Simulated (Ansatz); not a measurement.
Consider the ligand exchange at a B–C bond: `FBC1N[SiH2]1` + `[OH][InH2]` → `FB[O][InH2]` + `C1N[SiH2]1`.

Computed with Ansatz on PBE0-D4/def2-TZVP structures; ΔE is electronic, products minus reactants. CCSD(T)/CBS adds triple-zeta CCSD(T) − MP2 to the extrapolated MP2 energy (def2 sets, frozen cores). DFT in def2-TZVPP. def2 core potentials past Kr. For In outer-core shells are correlated without core-valence functions, which leaves a few kJ/mol of doubt a bond. Each species was taken in one conformer, which may not be the lowest.

Question: Is it downhill or uphill in electronic energy at CCSD(T)/CBS, and by how much? (Best estimate.)

Answer: Computed: Downhill: ΔE = -138.8 kJ/mol.

Question: What do these levels give: PBE-D4, B2PLYP, r2SCAN, SCS-MP2/def2-TZVPP, CCSD/def2-TZVPP, MP2/CBS(def2)? (An estimate is asked.)

Answer: Computed: PBE-D4 -125.7, B2PLYP -139.9, r2SCAN -137.2, SCS-MP2/def2-TZVPP -142.6, CCSD/def2-TZVPP -143.4, MP2/CBS(def2) -136.6 kJ/mol.

Largest T1 diagnostic among the species: 0.017.

In def2-TZVPP, CCSD(T) changes the Hartree–Fock value by +12.6 kJ/mol (the triples alone add +2.1 kJ/mol) and MP2 by +14.8 kJ/mol. From PBE to PBE0 (25 % exact exchange), in def2-TZVPP and without D4, ΔE moves by −5.8 kJ/mol.
